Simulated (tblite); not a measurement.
Run record: tight-binding relaxation, `C=C(F)[SiH2]C[SeH]`.

Computed with GFN2-xTB geometry optimisation, gas phase (tblite 0.8.0). Start geometry: from a force field or distance geometry. The input is one job of a driver script: a line of settings, then coordinates in Å.

Command:
```bash
OMP_NUM_THREADS=1 python probes_run.py task.json out
```

Input:
```
{"job": {"kind": "relax", "xc": "GFN2-xTB", "basis": "xTB"}, "charge": 0, "multiplicity": 1}
C     -1.812500     0.784700     0.927300
C     -1.095500     1.200600    -0.119800
F     -1.026400     2.513500    -0.417700
Si    -0.146600    -0.005000    -1.149300
C      1.108600    -0.910100    -0.079200
Se     2.383000     0.366200     0.631300
H     -1.878400    -0.260600     1.189900
H     -2.364000     1.513700     1.528800
H      0.551800     0.698200    -2.222400
H     -1.083100    -0.990700    -1.716400
H      1.641400    -1.656900    -0.710400
H      0.587500    -1.429100     0.748200
H      3.129800    -0.760000     1.371900
```

**Question.** Give the output.

**Answer.** 
```
step      E/eV     max force
  0    -532.29333    1.403
  1    -532.38426    0.944
  2    -532.42811    0.699
  3    -532.44358    0.321
  4    -532.45321    0.263
  5    -532.45881    0.233
  6    -532.46353    0.151
  7    -532.46549    0.102
  8    -532.46664    0.097
  9    -532.46792    0.094
... (121 lines left out)
131    -532.54637    0.013
132    -532.54640    0.013
133    -532.54643    0.018
134    -532.54648    0.021
135    -532.54653    0.021
136    -532.54658    0.017
137    -532.54662    0.010
138    -532.54664    0.012
139    -532.54665    0.013
140    -532.54666    0.008
```

«max force» is the largest atomic force in eV/Å.

**Question.** From which step on does the largest force stay under 0.1 eV/Å, and how much energy is left to gain from there?

**Answer.** From step 111 (0.039 eV/Å), 1.3 meV above the end.

In short: energy lowered by 5.8 kcal/mol over 140 steps; largest atomic force 0.008 eV/Å at the end.

On one thread of an Arm Neoverse V2, no GPU, on a shared host, this took 0.68 s wall.
Labels such as C1 count atoms from 1, the log's own numbers from 0.
